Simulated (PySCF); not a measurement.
# Dipole response of Cr⁺ (chromium, charge +1)

[Ar] 3d5, high-spin 6S determinant. Calculation: PySCF 2.14, in ANO-RCC-VTZP (6s5p3d2f1g, 59 functions); scalar relativity by spin-free X2C-1e. Coupled (time-dependent) response in atomic units; α is the mean over directions. The basis has no added diffuse functions, which lowers α and C₆.

```
method  mean α (bohr³)  C₆ (like pair)  S(−4)
PBEsol           12.92           43.05  290.8
```

S(−4) is the Cauchy moment in α(ω) = α(0) + S(−4) ω² + …

α(iu) at PBEsol:

```json
{"u (hartree)": "0", "α(iu) (bohr³)": "12.92"}
{"u (hartree)": "0.0500", "α(iu) (bohr³)": "12.24"}
{"u (hartree)": "0.100", "α(iu) (bohr³)": "10.69"}
{"u (hartree)": "0.200", "α(iu) (bohr³)": "7.671"}
{"u (hartree)": "0.300", "α(iu) (bohr³)": "5.872"}
{"u (hartree)": "0.500", "α(iu) (bohr³)": "4.241"}
{"u (hartree)": "0.750", "α(iu) (bohr³)": "3.348"}
{"u (hartree)": "1.00", "α(iu) (bohr³)": "2.794"}
{"u (hartree)": "1.50", "α(iu) (bohr³)": "2.023"}
{"u (hartree)": "2.00", "α(iu) (bohr³)": "1.499"}
{"u (hartree)": "3.00", "α(iu) (bohr³)": "0.8836"}
{"u (hartree)": "5.00", "α(iu) (bohr³)": "0.3963"}
```

A single London oscillator, α(iu) = α/(1 + u²/ω²), gives C₆ = (3/4) ω α². Matching the computed C₆ needs ω = 4 × 43.05 / (3 × 12.92²) = 0.344 hartree.

For an ion, C₆ is the dispersion term alone; charge-induced terms of lower order in 1/R come first.
